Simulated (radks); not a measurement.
The numbers below are computed, except where a source is named.
Effect of the nuclear size on neutral zirconium, [Kr] 4d2 5s2. Level of theory: Dirac Kohn-Sham, LDA (Slater exchange, Perdew-Wang correlation), spin-unpolarised, spherical densities, finite nucleus; open shells fill j = l - 1/2 first; Fermi nuclear charge, rms radius 4.2694 fm (a radial shooting solver on a logarithmic mesh with Libxc functionals). The rms radius is varied about that value; shifts are against it.

rms radius (fm) = 3.676: total energy shift (eV) -0.282; density at nucleus (e/bohr^3) 7.551e+04; 1s1/2 shift (meV) -119; 2s1/2 shift (meV) -12.5
rms radius (fm) = 3.9364: total energy shift (eV) -0.163; density at nucleus (e/bohr^3) 7.501e+04; 1s1/2 shift (meV) -69.0; 2s1/2 shift (meV) -7.23
rms radius (fm) = 4.2694: total energy shift (eV) 0; density at nucleus (e/bohr^3) 7.441e+04; 1s1/2 shift (meV) 0.000; 2s1/2 shift (meV) 0.000
rms radius (fm) = 4.6323: total energy shift (eV) 0.191; density at nucleus (e/bohr^3) 7.382e+04; 1s1/2 shift (meV) 80.9; 2s1/2 shift (meV) 8.48
rms radius (fm) = 4.7433: total energy shift (eV) 0.252; density at nucleus (e/bohr^3) 7.365e+04; 1s1/2 shift (meV) 107; 2s1/2 shift (meV) 11.2

Slopes of the eigenvalues against <r^2> in GHz/fm^2, as finite differences over the two radii next to the reference (eigenvalue slopes, not the field-shift constants of lines): 1s1/2 6080, 2s1/2 637.
